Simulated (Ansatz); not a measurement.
`O[SiH](F)[SiH](Cl)Cl` and `F[SiH2][SiH](Cl)Cl` differ in one atom or group.

Ansatz, PBE0-D4/def2-TZVP geometries, multiplicity 1. Each molecule was computed in one conformer, which needn't be the lowest.

```tsv
property	`O[SiH](F)[SiH](Cl)Cl`
size of the dipole moment (B3LYP/def2-TZVPP) / D	0.37
HOMO–LUMO gap (ωB97M-V/def2-TZVPP) / eV	11.16
HOMO–LUMO gap (PBE/def2-TZVPP) / eV	5.19
HOMO energy (PBE/def2-TZVPP) / eV	-7.00
LUMO energy (PBE0/def2-TZVPP) / eV	-0.98
LUMO energy (B3LYP/def2-TZVPP) / eV	-1.15
```

Question: What does the change do to each property? (An estimate is asked.)

Answer: Ansatz gave: 
| property | `F[SiH2][SiH](Cl)Cl` | shift |
| --- | --- | --- |
| size of the dipole moment (B3LYP/def2-TZVPP) / D | 1.02 | 0.65 |
| HOMO–LUMO gap (ωB97M-V/def2-TZVPP) / eV | 11.00 | -0.16 |
| HOMO–LUMO gap (PBE/def2-TZVPP) / eV | 5.05 | -0.14 |
| HOMO energy (PBE/def2-TZVPP) / eV | -7.10 | -0.10 |
| LUMO energy (PBE0/def2-TZVPP) / eV | -1.20 | -0.22 |
| LUMO energy (B3LYP/def2-TZVPP) / eV | -1.36 | -0.21 |

With PBE0 the HOMO falls by 0.07 eV and the LUMO falls by 0.22 eV, so the gap narrows by about 0.15 eV. PBE moves the HOMO by -0.10 eV and ωB97M-V by -0.06 eV. Dipoles are sizes alone; their direction can turn.

B3LYP here is the variant with VWN-RPA as its local correlation; programs differ in this.
